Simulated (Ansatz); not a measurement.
Ansatz (an electronic-structure program) input:

Ansatz 0.2 input:
```yaml
crystal:
  periodic: [false, false, false]
  atoms:
    - {symbol: Si, position_ang: [-0.11180142, 0.56140196, -0.19446900]}
    - {symbol: Cl, position_ang: [0.46911317, -0.94452903, -1.49550862]}
    - {symbol: Cl, position_ang: [0.73431611, 0.20268860, 1.66386462]}
    - {symbol: C, position_ang: [-1.97669419, 0.53176211, -0.02716417]}
    - {symbol: H, position_ang: [-2.44301847, 0.70007815, -0.99823121]}
    - {symbol: H, position_ang: [-2.30311424, 1.30527732, 0.66845352]}
    - {symbol: H, position_ang: [-2.28678008, -0.44426828, 0.35327678]}
basis:
  gaussian:
    orbitals: cc-pVTZ
magnetization: {spin_polarized: true, initial_magnetization: 1}
correlation: {method: ccsd_t, electrons: outside_noble_gas}
```

Predict the final energy.

-1248.42709 Eh (CCSD(T)/cc-pVTZ). The basis has 174 functions.

It need not be the lowest isomer of its formula.
